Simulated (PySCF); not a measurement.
Run record for `CC#CC#C/C=N/C`: PBE0/6-31G-J, grid level 3, TDA, 1 singlet.

Method: TDA PBE0/6-31G-J, vertical, gas phase, core orbitals frozen in the response (PySCF 2.14.0, density-fitted response routines). Geometry: GFN2-xTB. The command runs a driver script over a list of jobs; the input below is this job's line of settings and its coordinates in Å.

Command:
```bash
OMP_NUM_THREADS=1 python probes_run.py task.json out
```

Input:
```
{"job": {"kind": "uv", "xc": "PBE0", "basis": "6-31G-J", "nstates": 1, "ntriplets": 2, "tda": true, "grid": 3}, "charge": 0, "multiplicity": 1}
C     -4.619987    -0.047721     0.358827
C     -3.180644    -0.087186     0.336407
C     -1.972724    -0.119511     0.315917
C     -0.620418    -0.156388     0.293511
C      0.592269    -0.184835     0.270423
C      1.992663    -0.265627     0.284599
N      2.715908     0.509383    -0.402894
C      4.132920     0.388888    -0.357296
H     -4.984307    -0.221899     1.371905
H     -5.023513    -0.818628    -0.298688
H     -4.973206     0.925922     0.017864
H      2.405051    -1.054847     0.939063
H      4.492142    -0.411615     0.307208
H      4.545618     1.344943    -0.029670
H      4.493815     0.207109    -1.371538
```

Output:
```
coarse grid: 13008 points
cycle   1  E = -325.1725916168  dE =  1.311e+00  |g| = 3.516e-01  |ddm| = 1.206e+01
cycle   2  E = -325.1482120845  dE =  2.438e-02  |g| = 4.966e-01  |ddm| = 9.106e+00
cycle   3  E = -325.2040304091  dE = -5.582e-02  |g| = 1.234e-01  |ddm| = 3.873e+00
cycle   4  E = -325.2075350989  dE = -3.505e-03  |g| = 3.232e-02  |ddm| = 5.672e-01
cycle   5  E = -325.2077279217  dE = -1.928e-04  |g| = 1.612e-02  |ddm| = 2.097e-01
cycle   6  E = -325.2077970915  dE = -6.917e-05  |g| = 4.105e-03  |ddm| = 4.099e-02
cycle   7  E = -325.2078013439  dE = -4.252e-06  |g| = 8.926e-04  |ddm| = 1.850e-02
final grid: 181384 points
cycle   8  E = -325.1380422349  dE = -1.118e-04  |g| = 8.060e-03  |ddm| = 1.070e-01
cycle   9  E = -325.1380391612  dE =  3.074e-06  |g| = 8.079e-03  |ddm| = 3.160e-02
cycle  10  E = -325.1380528969  dE = -1.374e-05  |g| = 3.337e-03  |ddm| = 2.339e-02
cycle  11  E = -325.1380557633  dE = -2.866e-06  |g| = 7.171e-04  |ddm| = 1.179e-02
cycle  12  E = -325.1380558669  dE = -1.036e-07  |g| = 3.266e-04  |ddm| = 1.592e-03
cycle  13  E = -325.1380558920  dE = -2.508e-08  |g| = 8.792e-05  |ddm| = 1.699e-03
cycle  14  E = -325.1380558939  dE = -1.895e-09  |g| = 1.115e-05  |ddm| = 4.500e-04
cycle  15  E = -325.1380558939  dE = -6.594e-12  |g| = 9.714e-06  |ddm| = 5.074e-05
converged SCF energy = -325.1380558939

Static polarisability (au): isotropic 94.814, principal 37.757 49.117 197.569

Singlet excitations
state   eV       nm        f      main configurations
  1   4.0777    304.1   0.00054   H-1->L 0.93

Triplet excitations (Tamm-Dancoff, eV): 3.0741 3.2994
```

The SCF starts on a coarse grid where the log names one; the energy can jump when the final grid takes over, and dE then counts from the start density on the new grid. H and L stand for HOMO and LUMO; the number after each pair is its weight.

Q: Give the mean polarisability as a volume in Å³, and the ratio of the largest to the smallest principal value.

A: 94.814 au × 0.148185 = 14.05 Å³; 197.569/37.757 = 5.23.

Q: Give S1 in cm⁻¹ and kJ/mol.

A: 4.0777 eV × 8065.54 = 32889 cm⁻¹; × 96.485 = 393.4 kJ/mol.

In short: SCF converged in 15 cycles with 124 basis and 889 fitting functions; HOMO -6.69 eV, LUMO -1.29 eV; lowest singlet 4.08 eV; lowest triplet 3.07 eV (Tamm–Dancoff); mean polarisability 94.8 au.

The run took about 30 s of CPU time (one thread, shared machine).
